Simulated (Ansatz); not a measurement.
HfO2, charge -1, doublet, at a GFN2-xTB geometry (such geometries of metal compounds can be far from the true shape) (the multiplicity is a formal guess) (core potentials on Hf) (a gas-phase anion, which may not be bound at this level). Base run: SVWN5/def2-SV(P) in Ansatz (a quantum-chemistry and plane-wave program).

Here is a job for Ansatz.
Ansatz 0.2 input:
```yaml
crystal:
  periodic: [false, false, false]
  atoms:
    - {symbol: Hf, position_ang: [0.07930449, -0.00091257, 0.09359019]}
    - {symbol: O, position_ang: [0.87529993, 0.28197236, -1.46253691]}
    - {symbol: O, position_ang: [-1.58904031, -0.27375928, 0.62022524]}
basis:
  gaussian:
    orbitals: def2-SV_P_.json
hamiltonian:
  xc: {name: SVWN5}
total_charge: -1
magnetization: {spin_polarized: true, initial_magnetization: 1}
```
The basis file holds def2-SV(P) in the JSON format of the Basis Set Exchange.

Variants of this job, named by their change:

```csv
change,E (Eh),<S^2>
base,-197.22991,0.753
functional = pbe0,-198.20257,0.753
functional = hse06,-198.19546,0.753
functional = b3lyp5,-198.29223,0.752
functional = pbe; dispersion = d3bj,-198.26563,0.753
functional = BHLYP,-198.18017,0.751
functional = b3lyp,-198.39863,0.751
functional = cam_b3lyp,-198.28437,0.751
functional = revpbe,-198.39852,0.754
functional = wB97X-V,-198.28308,0.751
functional = b3lyp; dispersion = d3bj,-198.40170,0.751
functional = blyp,-198.36329,0.751
functional = pbe0; dispersion = d3bjatm,-198.20395,0.753
```

Absolute energies of different levels of theory aren't comparable as measures of quality.

A gas-phase anion may not be bound at this level; its values then depend on the basis.
